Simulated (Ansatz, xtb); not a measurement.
# Relative energy of two conformers of CH2OSe

Structure I is `O=C[SeH]`, a singlet and structure II is `O=C[SeH]`, a singlet. Both are isolated molecules in the gas phase, relaxed with PBE0-D4/def2-TZVP.

I (Å):

```yaml
atoms:
  - { symbol: C, position_ang: [0.1051, -0.0161, -0.2603] }
  - { symbol: O, position_ang: [1.0696, -0.0179, 0.4360] }
  - { symbol: Se, position_ang: [-1.7232, -0.0121, 0.3458] }
  - { symbol: H, position_ang: [0.1443, -0.0166, -1.3652] }
  - { symbol: H, position_ang: [-1.3391, -0.0124, 1.7631] }
```

II (Å):

| atom | x (Å) | y (Å) | z (Å) |
| --- | --- | --- | --- |
| C | -0.7871 | -0.4406 | -0.5477 |
| O | 0.3881 | -0.5651 | -0.6794 |
| Se | -2.0695 | -1.5199 | -1.4996 |
| H | -1.2582 | 0.2976 | 0.1257 |
| H | -3.2226 | -0.8540 | -0.8800 |

Energies in hartree; the thermal terms are from PBE0-D4/def2-TZVP harmonic frequencies (ideal gas, rigid rotor, one conformer each, 400 K, 1 atm) and include the zero-point energy:

```
                                 I            II
E, CCSD(T)/def2-TZVPP  −2514.471893  −2514.471380
    zero-point energy      0.026473      0.026432
         H(400 K) − E      0.033583      0.033575
         G(400 K) − E     −0.011456     −0.011562
```

Problem. Work out ΔE, ΔE₀, ΔH and ΔG for I → II in kJ/mol (1 Eh = 2625.50 kJ/mol) and the equilibrium ratio [II]/[I].

Solution. 1. ΔE = −2514.471380 − (−2514.471893) = +0.000513 Eh = +1.35 kJ/mol.
2. ΔE₀ = ΔE + ΔZPE = +0.000513 + (−0.000041) Eh = +1.24 kJ/mol.
3. ΔH = ΔE + (−0.000008) Eh = +1.33 kJ/mol.
4. ΔG = ΔE + (−0.000106) Eh = +1.07 kJ/mol, so ΔS = (ΔH − ΔG)/T = +0.6 J/(mol K).
5. kT = 1.2667 mEh, so K = [II]/[I] = exp(−ΔG/kT) = exp(−0.32) ≈ 0.73.

The two are too close for this level to say which is favoured. An error of 4 kJ/mol in ΔG would change K by a factor of 3.3. Mirror images and further conformers aren't counted.

Other levels gave ΔE = +1.1 (PBE0-D4/def2-TZVP); +0.2 (HF/def2-TZVPP); +1.8 (MP2/def2-TZVPP) kJ/mol. The correlated steps freeze 11 core orbitals; the filled d shell of Se is correlated, in a basis made for valence electrons. Programs: Ansatz 0.2.0.
